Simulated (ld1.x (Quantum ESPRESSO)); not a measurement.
**Se (Z = 34): one change to a PAW potential, before and after**

Se (Z = 34), PAW, made with ld1.x (Quantum ESPRESSO) 7.5 (LDA (PZ), scalar-relativistic). Core [Ar], reference 3d10 4s2 4p4. Waves: 4s (bound): rcut 1.25, rcutus 1.65 bohr; 4s channel at 2.25 Ry: rcut 1.25, rcutus 1.65 bohr; 4p (bound): rcut 1.15, rcutus 1.35 bohr; 4p channel at 0.9 Ry: rcut 1.15, rcutus 1.35 bohr; 3d (bound): rcut 0.80, rcutus 0.90 bohr; 3d channel at 0.3 Ry: rcut 0.80, rcutus 0.90 bohr. Local part: all-electron potential smoothed inside 1.10 bohr (lloc = -1). Core correction: a·sin(br)/r model core, default radius (core density twice the valence density). Augmentation charge: PSQ, inside the norm-conserving radii.

Change: all radii but the core radius scaled by about 1.33 (s 2.20, p 1.80, d 1.20 bohr, rcut 1.66/1.52/1.06); local potential all-electron potential smoothed inside 1.46 bohr (lloc = -1).

Cutoffs: the cutoffs (Ry, on a coarse ladder) from which the occupation-weighted sum of valence levels, in a spherical-Bessel basis at the reference potential, stays within 10 and 1 mRy of its value at 400 Ry; they do not see the model core or the augmentation charge, which bear on the density cutoff. Errors are all-electron minus pseudo energies relative to the spin-unpolarised reference configuration.

**Question.** What does the change do?

**Answer.** The potential gets softer (200 Ry and 300 Ry → 90 Ry and 180 Ry); the bound ghost in p disappears; the number of tests with a reliable result goes from 9 to 0 (the test run of the changed file stopped, so its transferability is not established). A larger radius leaves more room for a smooth pseudo-wave, so fewer plane waves are needed.

```tsv
quantity	base	changed
cutoff, loose	200 Ry	90 Ry
cutoff, tight	300 Ry	180 Ry
loose cutoff by channel (10 mRy a level)	s 6 Ry, p 6 Ry, d 120 Ry	s 8 Ry, p 10 Ry, d 70 Ry
bound ghosts	p	none
tests with a reliable result	9 of 9	0 of 9 (the test run stopped)
lowest overlap eigenvalue by channel	s 0.34, p 0.69, d 0.99	s 0.40, p 0.60, d 0.12
```

 A true bound ghost makes a file unfit for plane-wave use even where its test errors are small: the radial tests pick states by their node count and pass the ghost by.
